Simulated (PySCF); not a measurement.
## TDDFT excited states: C4H7ClF2Si

C₄H₇ClF₂Si.
InChI=1S/C4H7ClF2Si/c5-1-3-2-8(3)4(6)7/h3-4,8H,1-2H2/t3-,8-/m1/s1

Level of theory: TDDFT wB97X-D/def2-SVPD, vertical, gas phase, core orbitals frozen in the response (PySCF 2.14.0, density-fitted response routines). Geometry: GFN2-xTB, one conformer, isolated molecule. Torsions of this conformer, `[F:1][CH:2]([F:3])[Si@@H:4]1[CH2:5][C@H:6]1[CH2:7][Cl:8]`: F1–C2–Si4–C5 147°, C5–C6–C7–Cl8 -69°.

| state | λ (nm) | E (eV) | f | \|μ\| (D) | main configurations (H = HOMO, L = LUMO) |
| --- | --- | --- | --- | --- | --- |
| S1 | 186.7 | 6.64 | 0.230 | 3.02 | H→L (54%), H→L+1 (31%) |
| S2 | 185.1 | 6.70 | 0.132 | 2.28 | H→L+1 (44%), H→L (39%) |
| S3 | 172.4 | 7.19 | 0.0022 | 0.28 | H→L+2 (39%), H-1→L (15%), H-3→L (14%) |
| S4 | 170.7 | 7.26 | 0.025 | 0.96 | H-1→L (24%), H→L+3 (18%), H-1→L+1 (11%) |
| S5 | 169.3 | 7.32 | 0.0068 | 0.49 | H-2→L+1 (28%), H-2→L (19%), H-1→L+1 (10%) |
| S6 | 167.7 | 7.39 | 0.0042 | 0.39 | H→L+4 (22%), H-3→L (19%), H→L+3 (17%) |
| S7 | 162.1 | 7.65 | 0.021 | 0.85 | H→L+3 (30%), H→L+4 (19%), H→L+2 (12%) |
| S8 | 160.8 | 7.71 | 0.057 | 1.40 | H→L+2 (23%), H-3→L (13%), H→L+3 (10%) |

Triplets (Tamm–Dancoff): T1 5.25 eV, H→L (89%); T2 6.31 eV, H→L+1 (58%), H→L+4 (14%), H→L+3 (9%); T3 6.50 eV, H-1→L (26%), H→L+3 (15%), H-2→L (10%).

The lowest singlet comes at 187 nm (641 kJ/mol) in the vacuum ultraviolet; it is strong; its leading configuration is HOMO→LUMO (54%). The lowest level is also the most intense of those listed (f = 0.230). Löwdin shares by element: HOMO carbon 46% or more, silicon 27%, chlorine 11% (atoms not listed hold the other 17%); LUMO silicon 32%, carbon 20% or more, hydrogen 10% or more (atoms not listed hold the other 38%). The oscillator strengths of these states sum to 0.479; summed over the whole spectrum of an exact calculation they would give the number of electrons, 80 (Thomas–Reiche–Kuhn). Weighted by f, the mean energy of these states is 6.88 eV. The listed states span 1.07 eV, and the widest gap between neighbours is 0.49 eV (S2 to S3). Singlets were solved by full linear response, triplets in the Tamm–Dancoff approximation.
